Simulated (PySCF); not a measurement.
**Question.** Write Cartesian coordinates for `CC1=CC([S-])=CC=C1` as optimised with GFN2-xTB. (Charge -1.)

**Answer.** 
```xyz
15
C7H7S angstrom
C      2.229    0.031   -0.165
C      0.726   -0.016   -0.070
C      0.067   -1.243   -0.036
C     -1.318   -1.271    0.074
C     -2.043   -0.106    0.149
C     -1.405    1.148    0.120
S     -2.289    2.602    0.219
C     -0.002    1.151    0.008
H      2.616   -0.851   -0.675
H      2.673    0.064    0.834
H      2.557    0.919   -0.704
H      0.632   -2.167   -0.096
H     -1.831   -2.228    0.102
H     -3.123   -0.133    0.233
H      0.506    2.108   -0.014
```

Any rigid rotation of these coordinates is as good. Atoms count from 1 in this order. C4 (aromatic CH carbon) is planar (angles 120.9°, 119.8° and 119.3°, sum 360.0°, 0.00 Å off the plane of its three neighbours). C6 (substituted aromatic carbon) is planar (angles 121.5°, 121.3° and 117.1°, sum 360.0°, 0.00 Å off the plane of its three neighbours). C5 (aromatic CH carbon) is planar (angles 121.0°, 120.6° and 118.4°, sum 360.0°, 0.00 Å off the plane of its three neighbours). C3 (aromatic CH carbon) is planar (angles 120.4°, 120.1° and 119.4°, sum 360.0°, 0.00 Å off the plane of its three neighbours).

Bonds between heavy atoms (Å): C1–C2 1.507, C2–C3 1.393, C3–C4 1.389, C4–C5 1.375, C5–C6 1.407, C6–S7 1.704, C6–C8 1.407, C2–C8 1.379.

Computed geometry: GFN2-xTB, gas phase.

No GFN2-xTB frequencies stand behind this structure, so it isn't proved a minimum.
